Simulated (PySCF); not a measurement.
Al₂H₄, SMILES [AlH2][AlH2].

Coordinates come from a TPSSh-D3(BJ)/def2-TZVP optimisation.

All values below come from PySCF with TDA-PBE/def2-TZVPD.

Vertical excitations; the highest root listed may be one member of a degenerate set. Gas-phase values at a fixed geometry. State labels are in the subgroup D2.

Computed lowest excited states:
```json
[
 {"state": "S1", "symmetry": "B2", "energy (eV)": "3.39", "λ (nm)": "366", "f": "0.017", "main pairs": "HOMO→LUMO (degenerate set)"},
 {"state": "S2", "symmetry": "B3", "energy (eV)": "3.39", "λ (nm)": "366", "f": "0.017", "main pairs": "HOMO→LUMO+1 (degenerate set)"},
 {"state": "S3", "symmetry": "B1", "energy (eV)": "4.48", "λ (nm)": "277", "f": "0.000", "main pairs": "HOMO−2→LUMO+1 50 %, HOMO−1→LUMO 50 %"},
 {"state": "S4", "symmetry": "A", "energy (eV)": "4.54", "λ (nm)": "273", "f": "0.000", "main pairs": "HOMO−1→LUMO+1 50 %, HOMO−2→LUMO 50 %"},
 {"state": "S5", "symmetry": "B1", "energy (eV)": "4.59", "λ (nm)": "270", "f": "0.042", "main pairs": "HOMO−1→LUMO 46 %, HOMO−2→LUMO+1 46 %, HOMO→LUMO+2 8 %"},
 {"state": "S6", "symmetry": "A", "energy (eV)": "4.61", "λ (nm)": "269", "f": "0.000", "main pairs": "HOMO−2→LUMO 49 %, HOMO−1→LUMO+1 49 %"},
 {"state": "S7", "symmetry": "A", "energy (eV)": "5.90", "λ (nm)": "210", "f": "0.000", "main pairs": "HOMO→LUMO+3 99 %"},
 {"state": "S8", "symmetry": "B1", "energy (eV)": "5.90", "λ (nm)": "210", "f": "0.302", "main pairs": "HOMO→LUMO+2 70 %, HOMO→LUMO+4 17 %"},
 {"state": "S9", "symmetry": "B1", "energy (eV)": "6.21", "λ (nm)": "200", "f": "0.428", "main pairs": "HOMO→LUMO+4 81 %"},
 {"state": "S10", "symmetry": "B2", "energy (eV)": "6.68", "λ (nm)": "186", "f": "0.001", "main pairs": "HOMO−3→LUMO+1 70 %, HOMO→LUMO+6 26 %"},
 {"state": "T1", "symmetry": "B3", "energy (eV)": "2.62", "λ (nm)": "473", "f": "0", "main pairs": "HOMO→LUMO+1 (degenerate set)"},
 {"state": "T2", "symmetry": "B2", "energy (eV)": "2.62", "λ (nm)": "473", "f": "0", "main pairs": "HOMO→LUMO (degenerate set)"},
 {"state": "T3", "symmetry": "A", "energy (eV)": "4.08", "λ (nm)": "304", "f": "0", "main pairs": "HOMO−1→LUMO+1 50 %, HOMO−2→LUMO 50 %"},
 {"state": "T4", "symmetry": "B1", "energy (eV)": "4.10", "λ (nm)": "302", "f": "0", "main pairs": "HOMO−2→LUMO+1 50 %, HOMO−1→LUMO 50 %"}
]
```
Triplets are in the Tamm–Dancoff approximation.
